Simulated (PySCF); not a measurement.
**Pb+ (lead, charge +1) across methods**

[Xe] 4f14 5d10 6s1 6p2, high-spin 4P determinant (an excited configuration). Calculation: PySCF 2.14, in x2c-QZVPPall (16s10p9d6f1g, 142 functions); the spin-free X2C one-electron Hamiltonian (Gaussian nucleus).

| method | E (hartree) | mean ε 5d β (eV) | mean ε 6s α (eV) | mean ε 6p α (eV) | Σ⟨r²⟩ (bohr²) | ⟨S²⟩ |
| --- | --- | --- | --- | --- | --- | --- |
| LDA | -20873.14 | -30.219 | -21.280 | -11.561 | 59.74 | 3.752 |
| UHF | -20879.69038 | -38.127 | -26.321 | -15.089 | 60.03 | 3.756 |
| r2SCAN | -20885.68 | -30.530 | -21.679 | -11.800 | 59.43 | 3.755 |
| PBE | -20885.70 | -29.981 | -21.026 | -11.440 | 59.82 | 3.752 |
| PBE0 | -20885.43 | -32.286 | -22.563 | -12.481 | 59.62 | 3.753 |

Spin-orbit coupling is strong in this species (close to jj coupling), so the high-spin LS determinant is a model state, not a physical level.
